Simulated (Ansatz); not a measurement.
ZrCl₂O₂H₂⁻, that is Zr(OH)2Cl2 with one electron more. Charge -1, multiplicity 2. Geometry r2SCAN-D4/def2-SVP, that of the neutral singlet; atoms count from 1.

```xyz
7

Zr    0.093   -0.330    0.234
O     0.887    0.068   -1.448
H     1.226    0.354   -2.299
O    -1.188    0.997    0.694
H    -1.811    1.714    0.835
Cl    1.787   -0.372    1.891
Cl   -0.995   -2.431    0.093
```

In the def2 sets Zr takes a core potential; there is no spin–orbit coupling. The highest occupied level of the charge -1 doublet lies above zero (up to 1.43 eV). By energy differences it is unbound by 0.21 eV (vertical, to the charge 0 singlet, at PBE0-D4/def2-TZVPD) and held by the finite basis.

**Question.** Estimate the Mulliken populations from the PBE0/def2-TZVPD orbitals of Ansatz.

**Answer.** 
```csv
atom,charge (e),spin (α − β),d electrons
Zr1,0.18,2.05,1.95
O2,0.01,-0.78,–
H3,-0.02,0.30,–
O4,0.01,-0.78,–
H5,-0.02,0.30,–
Cl6,-0.58,-0.04,–
Cl7,-0.58,-0.04,–
```
Mulliken values and Mayer orders depend strongly on the basis. With diffuse functions, as here, like atoms can get unlike values, and bond orders can come out too low or too high.

**Question.** Where does the spin sit?

**Answer.** Summed by element: Zr 2.05, O -1.56, H 0.59, Cl -0.08, of 1 unpaired in all. Largest on single atoms: Zr1 2.05, O2 -0.78, O4 -0.78.

**Question.** And the Mayer bond orders between bonded heavy atoms (over 0.3)?

**Answer.** Zr1–Cl6 0.69 (2.37 Å); Zr1–Cl7 0.69 (2.37 Å). Values over 0.3 also appear between atoms too far apart for a bond (O2–O4 1.21 at 3.12 Å); they arise where an orbital or an unpaired electron spreads over both atoms.
